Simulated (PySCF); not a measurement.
Species: C3H10OSi.
Structure used (PBE0-D3(BJ)/def2-SVP), in Å, numbered top down from 1:
```xyz
15
C3H10OSi angstrom
C     -0.3020    1.3804   -1.0886
Si    -0.2179    0.0184    0.2022
C     -0.6811   -1.6323   -0.5383
C      1.5063   -0.0446    0.9448
O     -1.3573    0.2921    1.4052
H      0.4140    1.1995   -1.9064
H     -0.0657    2.3656   -0.6545
H     -1.3105    1.4389   -1.5275
H     -0.6489   -2.4250    0.2251
H      0.0110   -1.9104   -1.3488
H     -1.7002   -1.6033   -0.9538
H      2.2654   -0.2471    0.1721
H      1.7751    0.9074    1.4309
H      1.5738   -0.8406    1.7031
H     -1.2709    1.1170    1.8904
```

Method used: core-valence-separated Tamm–Dancoff BHandHLYP/aug-pcX-1 (pcseg-1 on H, def2-SVPD on Si) in PySCF, non-relativistic, gas phase, PBE0-D3(BJ)/def2-SVP geometry. The energies are unshifted.

The lowest roots of each edge with f over 0.003 (five at most, numbered afresh; weaker and dark ones are left out), with transition dipoles (au) in the frame of the coordinates:

```
root  edge  E (eV)       f       μx       μy       μz
   1     C  284.83  0.0045   0.0227   0.0032   0.0107
   2     C  284.83  0.0052  -0.0088  -0.0230   0.0118
   3     C  284.91  0.0050   0.0009  -0.0214  -0.0159
   4     C  285.60  0.0131   0.0167  -0.0372  -0.0143
   5     C  285.60  0.0461  -0.0069   0.0558   0.0585
   6     O  531.60  0.0191   0.0103   0.0338   0.0149
   7     O  534.02  0.0094  -0.0004   0.0215   0.0160
   8     O  534.11  0.0116   0.0163  -0.0142   0.0205
   9     O  534.19  0.0191   0.0305   0.0041  -0.0227
  10     O  534.46  0.0084   0.0170  -0.0046  -0.0182
```

**Question.** Molecules are fixed in this frame and the field points along z. What effective strengths 3 f cos²θ do the roots have (θ between field and μ)?

**Answer.** root 1 (C1/C4): 0.002, root 2 (C1/C4): 0.003, root 3 (C3): 0.005, root 4 (C1/C4): 0.004, root 5 (C1/C4): 0.072, root 6 (O5): 0.009, root 7 (O5): 0.010, root 8 (O5): 0.016, root 9 (O5): 0.020, root 10 (O5): 0.013. Root 5 is the strongest. Averaged over all orientations cos²θ is 1/3, which gives f back. For degenerate partners only the sum has meaning, as the program may mix them freely.

